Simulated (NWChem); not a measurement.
C₃H₈N, doublet; SMILES C[C](N)C

```xyz
12

C     -0.6907    -0.0158     1.3061
C      0.0111     0.1660     0.0000
C     -0.6907    -0.0158    -1.3061
N      1.4153     0.0476     0.0000
H     -1.7121     0.3786     1.2636
H     -0.7706    -1.0777     1.6177
H     -0.1690     0.5102     2.1184
H     -1.7121     0.3786    -1.2636
H     -0.1690     0.5102    -2.1184
H     -0.7706    -1.0777    -1.6177
H      1.8089    -0.3809    -0.8326
H      1.8089    -0.3809     0.8326
```
Atoms are numbered in this order, from 1.

Results from NWChem. Pople sets run with spherical d functions. Spin-unrestricted. Medium grid unless said otherwise, to which SCAN and Minnesota functionals are sensitive. Geometry: optimised at B3LYP/6-31G* (spherical d), spin-unrestricted. No stability test was run on the SCF state. B3LYP is NWChem's, with the RPA form of VWN correlation.

Task: Order these by “highest occupied level (eV)”, lowest first: UHF/6-31G*; PBE/6-31G*; B3LYP/6-31G*; LRC-wPBEh/6-31G*; r2SCAN0/6-31G*.

Result: UHF/6-31G* (-7.17), LRC-wPBEh/6-31G* (-5.41), r2SCAN0/6-31G* (-3.89), B3LYP/6-31G* (-3.26), PBE/6-31G* (-2.16)
